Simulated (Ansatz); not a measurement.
Two structures of Si₂H₇OF, closed shell, reached by relaxing down either side of one saddle point (PBE0-D4/def2-TZVP). Energies are electronic, without zero-point energy. Program: Ansatz 0.2.0. Basis: def2-TZVPP and def2-QZVPP. Cores are frozen in the correlated methods. Extrapolation: Hartree–Fock as exp(−7.88 √X), correlation as X^−2.97. First:

```
atom    x (Å)    y (Å)    z (Å)
 Si1  -1.0620  -0.0122   1.3072
  F2   0.1957  -0.0214   2.2881
  O3  -0.6729   0.7477  -0.0638
 Si4   0.1388   0.7870  -1.4883
  H5  -2.1414   0.7400   1.9768
  H6  -1.4156  -1.4236   1.0378
  H7   1.9231  -1.4431   0.6759
  H8   1.9130  -1.7861   0.0126
  H9   0.1556  -0.5671  -2.0994
 H10   1.5301   1.2465  -1.2592
 H11  -0.5643   1.7323  -2.3880
```

Second:

```
11
angstrom
Si -0.2915 0.3881 1.5038
F 1.1898 -2.0922 -0.1437
O -0.1723 0.8813 -0.0367
Si -0.2585 0.5111 -1.6357
H -0.3023 1.5676 2.3986
H -1.4984 -0.4474 1.7192
H 1.2957 -1.6348 0.6562
H 0.9066 -0.4382 1.8713
H -1.1327 -0.6697 -1.8431
H 1.1021 0.2465 -2.1593
H -0.8384 1.6876 -2.3307
```

Task: Which bonds change from the first to the second?

Result: Si₂H₅OF ([F][SiH2][O][SiH3]) + H₂ → Si₂H₆O ([SiH3][O][SiH3]) + HF; bonds formed: Si1–H8, F2–H7; bonds broken: Si1–F2, H7–H8.

Task: Give the saddle point's structure and its height above each. (To be estimated.)

Result: Computed: 2.729 eV above the first and 1.386 eV above the second (CCSD(T) at an estimated basis limit (MP2 extrapolated from triple and quadruple zeta, plus CCSD(T) − MP2 in triple zeta)).
```
11
angstrom
Si -0.2019 0.0350 1.2633
F 0.5183 -1.5284 0.2811
O -0.3200 0.8467 -0.1343
Si -0.2764 0.5275 -1.7543
H -0.0990 1.1434 2.2501
H -1.3025 -0.8396 1.7092
H 1.1874 -1.1077 1.1938
H 1.3016 -0.4511 1.8944
H -1.1575 -0.6178 -2.0885
H 1.1153 0.2424 -2.1784
H -0.7652 1.7497 -2.4366
```

No T1 diagnostic of these runs exceeds 0.013.

Labels in which every atom is bracketed show which atoms are joined, not bond orders.

For scale, one of the runs: CCSD(T)/def2-TZVPP, 244 basis functions, launched by `ansatz run in.yaml --threads 4 --pin off --events-out ev --progress --plain --max-ram 9574MiB`. Time: 120 s of wall clock on 4 CPU threads of an Arm Neoverse V1; the host was shared. Peak host memory: 4.7 GiB.
